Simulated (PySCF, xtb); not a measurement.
C₄H₁₂NSi, SMILES CN(C)[Si](C)C (connectivity only; charge and spin as stated), charge +1, multiplicity 1. One conformer was computed; it need not be the lowest.

Harmonic wavenumbers (cm⁻¹) from GFN2-xTB run with xtb 6.7.1 at its own minimum, in rising order: 44, 92, 95, 141, 145, 155, 172, 198, 314, 318, 383, 632, 763, 782, 804, 840, 871, 882, 1036, 1045, 1064, 1110, 1166, 1328, 1353, 1360, 1409, 1417, 1417, 1418, 1422, 1427, 1451, 1464, 1465, 1483, 2990, 2993, 3005, 3008, 3010, 3010, 3014, 3015, 3017, 3024, 3059, 3060.

Problem. What does B3LYP-D3(BJ)/def2-SVP in PySCF give at its own minimum? (An estimate is asked for; the answer gives what the named calculation found.)

Solution. 35, 63, 111, 173, 180, 183, 220, 226, 348, 354, 378, 597, 699, 735, 751, 807, 841, 878, 1036, 1064, 1098, 1159, 1185, 1280, 1284, 1334, 1404, 1411, 1415, 1420, 1434, 1454, 1465, 1469, 1473, 1500, 3033, 3036, 3039, 3041, 3121, 3122, 3124, 3124, 3145, 3147, 3163, 3164. Paired by order, the mean absolute difference is 41 cm⁻¹ and the zero-point energies are 96.7 and 98.3 kcal/mol.
